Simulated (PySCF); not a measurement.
**Question.** Write Cartesian coordinates for `BBCC` (C2H8B2) as optimised with PBE0-D3(BJ)/def2-SVP.

**Answer.** 
```xyz
12
C2H8B2 angstrom
B      1.7914   -0.0945    0.7558
B      0.8436   -0.2772   -0.5872
C     -0.6987   -0.0328   -0.7380
C     -1.4893    0.4284    0.4803
H      2.0042   -1.0083    1.5250
H      2.3597    0.9475    1.0094
H      1.4275   -0.6511   -1.5932
H     -1.1186   -0.9688   -1.1578
H     -0.8104    0.6792   -1.5807
H     -1.4175   -0.3010    1.3027
H     -1.1084    1.3882    0.8638
H     -2.5594    0.5660    0.2590
```

Any rigid rotation of these coordinates is as good. Atoms count from 1 in this order. B1 (three-coordinate boron) is planar (angles 122.2°, 122.2° and 115.6°, sum 359.9°, 0.02 Å off the plane of its three neighbours). The 4 heavy atoms lie in one plane (0.001 Å rms). B2 (three-coordinate boron) is planar (angles 128.6°, 116.0° and 115.4°, sum 360.0°, 0.00 Å off the plane of its three neighbours).

Bonds between heavy atoms (Å): B1–B2 1.654, B2–C3 1.569, C3–C4 1.524.

The calculation used PBE0-D3(BJ)/def2-SVP geometry optimisation, gas phase in PySCF.

Point group: Cs (tolerance 0.08 Å). No PBE0-D3(BJ)/def2-SVP frequencies stand behind this structure, so it isn't proved a minimum. One conformer, not necessarily the lowest (B1–B2–C3–C4 0°).
